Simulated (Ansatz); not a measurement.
`COBCCl` + `CC(C)CO` → `COBO` + `CC(C)CCCl`  (formal exchange of groups at a B–C bond)

Calculated with Ansatz (gas phase, PBE0-D4/def2-TZVP geometries, no zero-point term in ΔE). CCSD(T)/CBS is the MP2 limit (def2-TZVPP, def2-QZVPP) plus CCSD(T) − MP2 in def2-TZVPP, frozen cores. DFT in def2-TZVPP. B3LYP here is the variant with VWN-RPA as its local correlation; programs differ in this. Each species was taken in one conformer, which may not be the lowest.

(1) Is it downhill or uphill in electronic energy at CCSD(T)/CBS, and by how much? (Estimate.)

(2) What do these levels give: B3LYP-D4, B2PLYP, r2SCAN, B3LYP, MP2/def2-TZVPP, CCSD(T)/def2-TZVPP? (An estimate is asked.)

Largest T1 diagnostic among the species: 0.013.

Results:

(1) The calculation gave: Downhill: ΔE = -183.8 kJ/mol.

(2) Ansatz gave: B3LYP-D4 -179.7, B2PLYP -181.1, r2SCAN -181.0, B3LYP -174.8, MP2/def2-TZVPP -191.8, CCSD(T)/def2-TZVPP -183.0 kJ/mol.

The D4 term adds −4.9 kJ/mol with B3LYP and −2.9 kJ/mol with PBE0; it sums over pairs of atoms, weighted by their polarisabilities, and B3LYP, whose exchange is more repulsive, gets the larger term. From PBE to PBE0 (25 % exact exchange), in def2-TZVPP and without D4, ΔE moves by −5.1 kJ/mol.
